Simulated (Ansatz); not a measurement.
Isomers of Ge$_{3}$Sb$_{2}$⁻ (doublet), relaxed with r2SCAN-D4/def2-SVPD; total energies from Ansatz at RPA@PBE/def2-TZVPD.

| isomer | description | energy (Eh) |
| --- | --- | --- |
| A | point group Cs; 5 × Ge–Sb 2.73 to 2.81 Å; 2 × Ge–Ge 2.52 Å; 1 × Sb–Sb 2.85 Å | -6706.64329 |
| B | point group Cs; 5 × Ge–Sb 2.72 to 2.86 Å; 2 × Ge–Ge 2.51 Å; 1 × Sb–Sb 2.90 Å | -6706.64423 |
| C | point group C2v; 6 × Ge–Sb 2.65 to 2.79 Å; 2 × Ge–Ge 2.76 Å | -6706.64488 |
| D | point group C2v; 4 × Ge–Sb 2.56 to 2.99 Å; 2 × Ge–Ge 2.39 Å; 1 × Sb–Sb 2.97 Å | -6706.61232 |
| E | point group not assigned; 3 × Ge–Ge 2.32 to 2.72 Å; 2 × Ge–Sb 2.57 to 2.76 Å; 1 × Sb–Sb 2.75 Å | -6706.60741 |

In the def2 sets Sb takes a core potential; there is no spin–orbit coupling. Correlated methods freeze 35 core orbitals; core or outer-core shells of Sb, Ge are correlated, in sets that lack core-valence functions.

The isomers come from a short search, and lower ones may exist.

Problem. Work out the relative energies (1 Eh = 2625.5 kJ/mol) and the Boltzmann populations at 1200 K from electronic energies alone (R = 8.314 J/mol/K).

Solution. ΔE: A 4.2, B 1.7, C 0.0, D 85.5, E 98.4 kJ/mol. RT = 9.98 kJ/mol. Factors exp(−ΔE/RT): A 0.656, B 0.843, C 1, D 0.00019, E 5.22e-05; sum 2.499. Populations: A 26.2 %, B 33.7 %, C 40.0 %, D 0.0 %, E 0.0 %. Zero-point energy, vibrational entropy and symmetry numbers are left out and can shift these; an error of 4 kJ/mol changes a ratio by a factor of 1.5. Over the other density-functional and correlated levels in def2 sets, the gap between C and B ranges from -4 to 3 kJ/mol.
